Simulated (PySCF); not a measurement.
Compound: C₄H₁₀BO (charge -1).
Bonds: O1–B2, B2–C3, C3–C4, C4–C5, C5–C6, C3–C6. Hydrogens: H7 on O1; H8, H9 on B2; H10 on C3; H11, H12 on C4; H13, H14 on C5; H15, H16 on C6.

Method: PBE0-D3(BJ)/def2-SVP geometry optimisation, gas phase in PySCF 2.14.0; density fitting, grid level 1; the optimiser is geomeTRIC in internal coordinates, started from a GFN2-xTB structure with every atom displaced at random (about 0.01 Å).

Step 7: E = -7021.8229 eV
```
atom  x, y, z in Å  |  force x, y, z in eV/Å
O1      2.7448   -0.2366    0.4785   -0.013   0.000   0.003
B2      1.5755    0.6740    0.5749    0.065   0.052   0.051
C3      0.2639    0.0850   -0.2111    0.058  -0.067  -0.025
C4     -0.4214   -1.1791    0.3777   -0.056   0.036   0.012
C5     -1.7967   -0.4893    0.2598    0.023   0.009   0.029
C6     -1.0795    0.8393   -0.0561   -0.035   0.028  -0.052
H7      2.9580   -0.2970   -0.4564    0.006  -0.006  -0.010
H8      1.2600    0.7727    1.7919   -0.013  -0.001  -0.028
H9      1.8174    1.8432    0.1250   -0.032  -0.015  -0.005
H10     0.4894   -0.0769   -1.2876   -0.037   0.005   0.010
H11    -0.3105   -2.1357   -0.1623    0.013  -0.017  -0.008
H12    -0.1137   -1.3424    1.4244    0.003   0.003   0.000
H13    -2.3926   -0.8614   -0.5921    0.010  -0.013  -0.016
H14    -2.4492   -0.5096    1.1525   -0.010  -0.004  -0.004
H15    -1.4605    1.3957   -0.9319    0.004   0.013   0.026
H16    -1.0590    1.5355    0.8005    0.014  -0.022   0.019
```

Step 8: E = -7021.8264 eV
```
atom  x, y, z in Å  |  force x, y, z in eV/Å
O1      2.7304   -0.2653    0.4779   -0.004   0.000  -0.006
B2      1.5867    0.6789    0.5552    0.075   0.111   0.087
C3      0.2558    0.0988   -0.2010    0.070  -0.083  -0.046
C4     -0.4179   -1.1695    0.3902   -0.074   0.051   0.026
C5     -1.8005   -0.5027    0.2367    0.033   0.008   0.033
C6     -1.0912    0.8412   -0.0258   -0.052   0.039  -0.082
H7      2.9570   -0.3348   -0.4531    0.000  -0.009  -0.008
H8      1.2861    0.8260    1.7725   -0.013  -0.024  -0.043
H9      1.8590    1.8285    0.0702   -0.038  -0.033   0.000
H10     0.4563   -0.0597   -1.2833   -0.041  -0.008   0.012
H11    -0.2748   -2.1354   -0.1245    0.015  -0.017  -0.012
H12    -0.1311   -1.3013    1.4474    0.006  -0.003  -0.001
H13    -2.3494   -0.8630   -0.6512    0.013  -0.017  -0.016
H14    -2.4923   -0.5572    1.0984   -0.012   0.001  -0.005
H15    -1.4696    1.4311   -0.8805    0.002   0.017   0.031
H16    -1.0784    1.5020    0.8586    0.021  -0.033   0.028
```

**Question.** Estimate the geometry and energy of step 9. (The exact step hangs on the optimiser's Hessian estimate; all steps are aligned on step 8, rigid shifts and turns removed.)

**Answer.** E = -7021.8301 eV, largest force 0.160 eV/Å
```
atom  x, y, z in Å  |  force x, y, z in eV/Å
O1      2.7196   -0.2874    0.4783    0.013   0.002  -0.012
B2      1.5994    0.6858    0.5317    0.049   0.128   0.081
C3      0.2482    0.1086   -0.1901    0.058  -0.057  -0.040
C4     -0.4179   -1.1602    0.4063   -0.062   0.041   0.028
C5     -1.8039   -0.5157    0.2083    0.027   0.008   0.035
C6     -1.1008    0.8416    0.0099   -0.050   0.035  -0.095
H7      2.9584   -0.3727   -0.4484   -0.009  -0.011  -0.003
H8      1.3140    0.8858    1.7453   -0.009  -0.043  -0.038
H9      1.8934    1.8105    0.0027   -0.031  -0.037   0.007
H10     0.4149   -0.0485   -1.2785   -0.030  -0.024   0.009
H11    -0.2403   -2.1365   -0.0772    0.010  -0.010  -0.011
H12    -0.1574   -1.2565    1.4745    0.007  -0.006  -0.001
H13    -2.2944   -0.8596   -0.7195    0.014  -0.015  -0.011
H14    -2.5411   -0.6071    1.0290   -0.010   0.006  -0.005
H15    -1.4756    1.4762   -0.8137   -0.001   0.018   0.027
H16    -1.0905    1.4532    0.9291    0.023  -0.036   0.028
```

The energy changes by -0.0037 eV. The first-order estimate −F·Δx gives -0.0042 eV and the mean of the old and new forces, exact on a quadratic surface, -0.0026 eV. The step makes an angle of 86° with the force vector and moves no atom by more than 0.098 Å.

The cost below is that of the whole optimisation. The run took 76 s on one thread of an AMD EPYC 9R14, on a shared host, and the process peaked at 0.59 GiB of memory.
